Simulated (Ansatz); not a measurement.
`BN([SiH3])[SiH2]Cl` → `BN[SiH3]` + `[SiH]Cl` at 700 K and 1 bar (silylene formation by 1,1-elimination).

Computed with Ansatz on PBE0-D4/def2-TZVP structures; ΔE is electronic, products minus reactants. CCSD(T)/CBS adds triple-zeta CCSD(T) − MP2 to the extrapolated MP2 energy (def2 sets, frozen cores). This one scheme is used for every species. One conformer a species, not always the lowest.

```json
{"species": "`BN([SiH3])[SiH2]Cl`", "CCSD(T)/CBS energy (Eh)": "-1121.76437", "H − E (kJ/mol)": "283.4", "S (J/(mol·K))": "518.7"}
{"species": "`BN[SiH3]`", "CCSD(T)/CBS energy (Eh)": "-372.22946", "H − E (kJ/mol)": "227.4", "S (J/(mol·K))": "384.8"}
{"species": "`[SiH]Cl`", "CCSD(T)/CBS energy (Eh)": "-749.43948", "H − E (kJ/mol)": "49.2", "S (J/(mol·K))": "290.2"}
```

H − E and S are ideal-gas, rigid-rotor, harmonic terms from PBE0-D4/def2-TZVP, for one conformer and one mirror image of each species. 1 Eh = 2625.50 kJ/mol, R = 8.31446 J/(mol·K).

By hand: ΔE, ΔH, ΔS and ΔG.

ΔE = (-372.22946) + (-749.43948) − (-1121.76437) = 0.09543 Eh = 250.6 kJ/mol. Δ(H − E) = 227.4 + 49.2 − 283.4 = -6.8, so ΔH = 243.8 kJ/mol. ΔS = 384.8 + 290.2 − 518.7 = 156.3 J/(mol·K). ΔG = 243.8 − 700 × (156.3)/1000 = 134.4 kJ/mol.

By hand: the equilibrium constant, and the temperature at which ΔG would vanish if ΔH and ΔS stayed fixed.

log₁₀ K = −ΔG/(RT ln 10) = -10.0. ΔG = 0 at ΔH/ΔS = 1560 K.

The number of gas molecules changes by +1, which sets the sign of ΔS. A doubt of 5 kJ/mol in ΔE shifts log₁₀ K by 0.4 here. Other conformers and mirror images would add mixing entropy, several J/(mol·K) or more a flexible species. Modes under 60 cm⁻¹, often nearly free rotors, make the harmonic entropy too high. These are equilibria of isolated gas molecules and say nothing of rates. Largest T1 diagnostic: 0.013 (customary marks: 0.02 for closed shells, 0.045 for open ones).
